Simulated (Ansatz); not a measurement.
Relative stability

Two relaxed structures of MgGeH₃F, closed shell (PBE0-D4/def2-TZVP; forces vanish, vibrations not checked).

A:

| atom | x (Å) | y (Å) | z (Å) |
| --- | --- | --- | --- |
| F1 | 1.3374 | -2.8412 | 1.4827 |
| Mg2 | 0.6614 | -1.4049 | 0.7332 |
| Ge3 | -0.3275 | 0.6940 | -0.3630 |
| H4 | -1.6266 | 0.4078 | -1.1466 |
| H5 | 0.6393 | 1.3535 | -1.3701 |
| H6 | -0.6840 | 1.7908 | 0.6637 |

B:

F1  (-0.331, 3.048, -0.490)
Mg2  (0.164, -2.315, 0.309)
Ge3  (-0.172, 1.327, -0.234)
H4  (-1.372, 0.677, -0.935)
H5  (1.167, 0.921, -0.863)
H6  (-0.195, 1.116, 1.286)
(Å)

Program: Ansatz 0.2.0. Basis: def2-TZVPP. Cores are frozen in the correlated methods. Filled d shells of the heavier atoms are correlated. The outer core shell of Li, Na, Mg and K is correlated. The def2 sets are not built for correlating such inner shells, so the correlated values are less sure here. B3LYP uses VWN-RPA correlation.

(1) Which structure is lower at CCSD(T), and by how much? (An estimate is asked for; the value comes from the calculation.)

No T1 diagnostic of these runs exceeds 0.012.

Results:

(1) Computed: A, by 135.8 kJ/mol (electronic energy, against the other). By their contacts, A is MgGeH₃F ([F][Mg][GeH3]) and B is a complex of GeH₃F ([F][GeH3]) + Mg.

All methods give the same order:

```tsv
method	E(B) − E(A) (kJ/mol)
PBE-D4	141.9
r2SCAN-D4	163.6
PBE0-D4	142.9
B3LYP-D4	136.3
wB97M-V	134.9
HF	118.7
MP2	146.7
CCSD	134.6
CCSD(T)	135.8
```

Labels in which every atom is bracketed show which atoms are joined, not bond orders.

For scale, one of the runs: CCSD(T)/def2-TZVPP, 153 basis functions, launched by `ansatz run in.yaml --threads 2 --pin off --events-out ev --progress --plain --max-ram 4352MiB`. The run took 47 s on 2 CPU threads of an Arm Neoverse V1 (shared host), with 1.2 GiB of host memory at its peak.
